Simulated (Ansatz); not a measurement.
Two isomers of C2H6FNSi: A = `CN1[SiH2]C1F`, B = `CN1C[SiH]1F`.

Isolated molecules relaxed with PBE0-D4/def2-TZVP in Ansatz; ΔE leaves out vibrations. CBS: MP2 limit from def2 TZ/QZ plus the TZ coupled-cluster correction, frozen cores. Functionals use def2-TZVPP. B3LYP here is the variant with VWN-RPA as its local correlation; programs differ in this.

Question: Which isomer does CCSD(T)/CBS put lower? Give the gap. (Best estimate.)

Answer: The calculation gave: B, by 49.8 kcal/mol.

Question: Give E(B) − E(A) in kcal/mol with MP2/def2-TZVPP, ωB97M-V, B3LYP-D4, PBE-D4, B3LYP, CCSD(T)/def2-TZVPP, HF/def2-TZVPP. (Best estimate.)

Answer: The calculation gave: MP2/def2-TZVPP -51.3, ωB97M-V -47.9, B3LYP-D4 -47.0, PBE-D4 -43.9, B3LYP -47.0, CCSD(T)/def2-TZVPP -49.0, HF/def2-TZVPP -50.4. None reverses the order clearly.

Largest T1 diagnostic: 0.013.

From PBE to PBE0 (25 % exact exchange), in def2-TZVPP and without D4, E(B) − E(A) moves by −2.2 kcal/mol.
